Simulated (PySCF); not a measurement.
**Dipole response of Xe²⁺ (xenon, charge +2)**

[Kr] 4d10 5s2 5p3 5d1, high-spin 5D determinant (an excited configuration). Calculation: PySCF 2.14, in aug-cc-pV5Z-PP with ECP28MDF (8s8p6d4f3g2h, 139 functions); a scalar-relativistic core potential. Coupled (time-dependent) response in atomic units; α is the mean over directions.

```
method  mean α (bohr³)         α xx, yy, zz  C₆ (like pair)  S(−4)
 M06-L           25.52  30.17, 30.17, 16.21           186.3  365.2
```

S(−4) is the Cauchy moment in α(ω) = α(0) + S(−4) ω² + …

Spin-orbit coupling is absent.

α(iu) at M06-L:

```csv
u (hartree),α(iu) (bohr³)
0,25.52
0.0500,24.66
0.100,22.63
0.200,18.09
0.300,14.56
0.500,9.952
0.750,6.657
1.00,4.741
1.50,2.786
2.00,1.877
3.00,1.069
5.00,0.5099
```

A single London oscillator, α(iu) = α/(1 + u²/ω²), gives C₆ = (3/4) ω α². Matching the computed C₆ needs ω = 4 × 186.3 / (3 × 25.52²) = 0.381 hartree.

For an ion, C₆ is the dispersion term alone; charge-induced terms of lower order in 1/R come first.

The components differ because the open shell of this determinant is not spherical; for a pure term their mean is the scalar polarisability.

Energies and moments cover only the electrons outside the core potential. The outer electron is Rydberg-like, and this basis confines it to a smaller radius and binds it less than a complete one would.
